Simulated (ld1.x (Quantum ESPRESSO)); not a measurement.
## Which change was made? (N, RRKJ)

- Element: nitrogen
- Generator: ld1.x (Quantum ESPRESSO) 7.5
- Type: norm-conserving RRKJ (Kleinman–Bylander form)
- Functional: PBE
- Relativity: scalar-relativistic
- Frozen core: [He]
- Valence charge: 5
- Reference configuration: 2s2 2p2 (charge +1)
- Partial waves: 2p (bound): rc 2.15 bohr; 2s (bound): rc 1.00 bohr
- Local potential: the s channel
- Core correction: a·sin(br)/r model core inside 0.70 bohr

Cutoffs, loose and tight: the cutoffs (Ry, on a coarse ladder) from which the occupation-weighted sum of valence levels, in a spherical-Bessel basis at the reference potential, stays within 10 and 1 mRy of its value at 400 Ry. They do not see the model core or the augmentation charge, which bear on the density cutoff. Test errors are all-electron minus pseudo excitation energies from the reference, over the configurations 2s2 2p3; 2s2 2p1; 2s2 2p0; 2s0 2p5; 2s1 2p4; 2s2 2p2.5; 2s1 2p3; variants that change the core or the reference have their own tests.

The base gives: outcome: generated; cutoff, loose: 50 Ry; cutoff, tight: 140 Ry; bound ghosts: none; largest test error (meV): +1803.

Question: After one change the result is: outcome: generated; cutoff, loose: 45 Ry; cutoff, tight: 110 Ry; bound ghosts: none; largest test error (meV): +2544. Which change was it?
A. all radii but the core radius scaled by about 0.86 (s 0.86, p 1.86 bohr)
B. all radii but the core radius scaled by about 1.40 (s 1.40, p 3.00 bohr)
C. all radii but the core radius scaled by about 0.77 (s 0.78, p 1.66 bohr)
D. all radii but the core radius scaled by about 1.10 (s 1.10, p 2.36 bohr)

Answer: D. The others give: all radii but the core radius scaled by about 1.40 (s 1.40, p 3.00 bohr) → outcome: generated; cutoff, loose: 35 Ry; cutoff, tight: 70 Ry; bound ghosts: none; largest test error (meV): +5367 | all radii but the core radius scaled by about 0.86 (s 0.86, p 1.86 bohr) → outcome: generated; cutoff, loose: 55 Ry; cutoff, tight: 140 Ry; bound ghosts: none; largest test error (meV): +1145 | all radii but the core radius scaled by about 0.77 (s 0.78, p 1.66 bohr) → outcome: generated; cutoff, loose: 60 Ry; cutoff, tight: 160 Ry; bound ghosts: none; largest test error (meV): +728.
